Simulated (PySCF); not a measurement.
Do core-level shifts follow atomic charges?

Species: C7H12BF.
Numbering: `[BH2:1][C@@H:2]1[CH2:3][CH2:4][CH:5]=[CH:6][C@:7]1([CH3:8])[F:9]`

Binding energies: delta-SCF UKS SCAN, pcX-2 on the ionised atom, pcseg-1 elsewhere, spin-free X2C in PySCF. Charges: PBE0/pcSseg-1 ground-state density, for the ionised atom.

| atom | environment | C 1s (eV) | Mulliken (e) | IAO (e) | Hirshfeld (e) | ESP (e) |
| --- | --- | --- | --- | --- | --- | --- |
| C6 | alkene CH carbon | 290.08 | -0.053 | -0.180 | -0.066 | -0.490 |
| C2 | sp3 carbon bound to boron | 290.26 | -0.431 | -0.263 | -0.100 | +0.196 |
| C5 | alkene CH carbon | 290.37 | -0.152 | -0.134 | -0.035 | -0.079 |
| C3 | ring CH2 carbon | 290.56 | -0.182 | -0.242 | -0.067 | -0.140 |
| C8 | methyl carbon | 290.56 | -0.199 | -0.420 | -0.127 | -0.689 |
| C4 | allylic carbon | 290.72 | -0.158 | -0.261 | -0.068 | -0.125 |
| C7 | sp3 C–F carbon | 292.61 | +0.047 | +0.310 | +0.103 | +0.567 |

Give the correlation coefficient and slope of binding energy on charge for each scheme.

Hirshfeld: r = 0.88, slope 10.1 eV per e; IAO: r = 0.85, slope 3.1 eV per e; ESP: r = 0.69, slope 1.4 eV per e; Mulliken: r = 0.60, slope 3.5 eV per e. On 7 points no scheme stands out.

The point-charge model writes a binding energy as kq + V + constant, with V the potential of the other atoms' charges at the site. What does it give with the IAO charges?

V = Σ 14.40 eV Å × q/r over all other atoms: +1.30 eV at C6, +2.14 eV at C2, +0.10 eV at C5, +1.53 eV at C3, +5.95 eV at C8, +2.19 eV at C4, -6.73 eV at C7. Fitting binding energy − V to q gives k = 19.7 eV per e and leaves an rms residual of 0.47 eV, against 0.42 eV for the fit on q alone. The model has no term for differences in relaxation between sites.

One conformer (not necessarily the lowest) at the PBE0-D3(BJ)/def2-SVP geometry, without solvent, vibrations or thermal averaging.
